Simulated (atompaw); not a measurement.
u(r) = r·R(r): atom against pseudo-atom (O (Z = 8))

Columns: radius, all-electron u(r) and pseudo u(r) of the 2s shell (level -23.96 eV) of oxygen in the configuration [He] 2s2 2p4; PBE, scalar-relativistic, PAW (atompaw) scheme, atompaw 4.2.0.5.

| r (bohr) | all-electron | pseudo |
| --- | --- | --- |
| 0.063 | -0.3750 | 0.1151 |
| 0.127 | -0.4062 | 0.2301 |
| 0.190 | -0.2740 | 0.3396 |
| 0.254 | -0.0737 | 0.4452 |
| 0.317 | 0.1367 | 0.5421 |
| 0.381 | 0.3367 | 0.6319 |
| 0.444 | 0.5080 | 0.7106 |
| 0.508 | 0.6518 | 0.7799 |
| 0.571 | 0.7631 | 0.8369 |
| 0.635 | 0.8474 | 0.8832 |
| 0.698 | 0.9052 | 0.9171 |
| 0.762 | 0.9417 | 0.9401 |
| 0.825 | 0.9595 | 0.9519 |
| 0.888 | 0.9626 | 0.9536 |
| 0.952 | 0.9536 | 0.9459 |
| 1.015 | 0.9355 | 0.9302 |
| 1.079 | 0.9098 | 0.9072 |
| 1.142 | 0.8793 | 0.8788 |
| 1.206 | 0.8446 | 0.8454 |
| 1.269 | 0.8078 | 0.8093 |
| 1.333 | 0.7690 | 0.7705 |
| 1.396 | 0.7300 | 0.7312 |
| 1.460 | 0.6904 | 0.6911 |
| 1.523 | 0.6518 | 0.6521 |
| 1.587 | 0.6134 | 0.6135 |
| 1.650 | 0.5767 | 0.5767 |

(1) How many radial nodes do the two functions have?

(2) Where does each function peak?

(3) Is the pseudo-wave norm-conserving?

Results:

(1) The all-electron 2s function has n − l − 1 = 1; the pseudo-wave has 0, since the states of the same l below it are removed with the core.

(2) Outermost all-electron maximum near 0.89 bohr, pseudo maximum near 0.89 bohr (to the table’s step).

(3) No, it belongs to a PAW set: the norm inside the radius is not constrained, and the difference is carried by the augmentation charge.
